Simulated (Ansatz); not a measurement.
```yaml
crystal:
  periodic: [false, false, false]
  atoms:
    - {symbol: Si, position_ang: [-1.039150, -0.844285, 1.390497]}
    - {symbol: C, position_ang: [0.518336, -0.275324, 0.491090]}
    - {symbol: C, position_ang: [0.289571, 0.074137, -0.965183]}
    - {symbol: Al, position_ang: [1.143286, 1.492924, -1.943515]}
    - {symbol: S, position_ang: [-0.851879, 1.597428, -1.245074]}
    - {symbol: H, position_ang: [-2.030605, 0.253278, 1.521657]}
    - {symbol: H, position_ang: [-0.693104, -1.334157, 2.754271]}
    - {symbol: H, position_ang: [-1.660192, -1.962096, 0.627225]}
    - {symbol: H, position_ang: [0.952946, 0.565869, 1.041834]}
    - {symbol: H, position_ang: [1.250310, -1.090964, 0.547909]}
    - {symbol: H, position_ang: [-0.128117, -0.764217, -1.522656]}
    - {symbol: H, position_ang: [2.325497, 2.232207, -2.664155]}
basis:
  gaussian: {orbitals: def2-SVPD, nuclear_model: gaussian}
hamiltonian: {xc: {name: SVWN5}}
output: {forces: true}
```

```sh
$ ansatz run in.yaml --threads 4 --pin off --events-out ev --progress --plain --max-ram 10444MiB
```

It prints (some lines left out):

```
Functional definition: SVWN5
1513 factors; their error is unknown
mean field evaluation 1: about -27357.6849 eV, gradient 6.9e1 eV
mean field evaluation 2: about -27248.3965 eV, gradient 1.7e2 eV
mean field evaluation 4: about -27369.9926 eV, gradient 1.3e1 eV
mean field evaluation 8: about -27370.5705 eV, gradient 1.2e-1 eV
mean field evaluation 16: about -27370.5025 eV, gradient 1.4e-3 eV
mean field -27370.50253902 eV, -1005.8474159159 hartree, gradient 2.4e-5 eV, S^2 0.000000; 0 other end points of the search recorded, 0 dependent functions left out
reference -27370.50259739 eV, -1005.8474180611 hartree; 31, 31 occupied and 140, 140 virtual orbitals, 1513 factors
Total energy: -27370.50259739 eV, -1005.8474180611 hartree
Atom 0 at    -1.039150    -0.844285     1.390497 Å, force     0.228235     0.083791    -0.123617 eV/Å
Atom 1 at     0.518336    -0.275324     0.491090 Å, force    -0.522996     0.061184    -0.538964 eV/Å
Atom 2 at     0.289571     0.074137    -0.965183 Å, force     0.169157     0.301648     0.605976 eV/Å
Atom 3 at     1.143286     1.492924    -1.943515 Å, force     0.269471    -0.053877    -0.074410 eV/Å
Atom 4 at    -0.851879     1.597428    -1.245074 Å, force    -0.309884     0.035969     0.143859 eV/Å
Atom 5 at    -2.030605     0.253278     1.521657 Å, force    -0.205741     0.254827     0.004339 eV/Å
Atom 6 at    -0.693104    -1.334157     2.754271 Å, force     0.068666    -0.094799     0.266034 eV/Å
Atom 7 at    -1.660192    -1.962096     0.627225 Å, force    -0.119950    -0.224455    -0.171670 eV/Å
Atom 8 at     0.952946     0.565869     1.041834 Å, force     0.212714     0.434619     0.268741 eV/Å
Atom 9 at     1.250310    -1.090964     0.547909 Å, force     0.349051    -0.400250     0.028173 eV/Å
Atom 10 at    -0.128117    -0.764217    -1.522656 Å, force    -0.223170    -0.494809    -0.341408 eV/Å
Atom 11 at     2.325497     2.232207    -2.664155 Å, force     0.084447     0.096153    -0.067052 eV/Å
Dipole moment:     0.546054    -0.052074    -0.188474 e Å
```

Run time 0.8 s (4 threads of an Intel Xeon 6975P-C on a shared host); peak host memory 0.52 GiB.
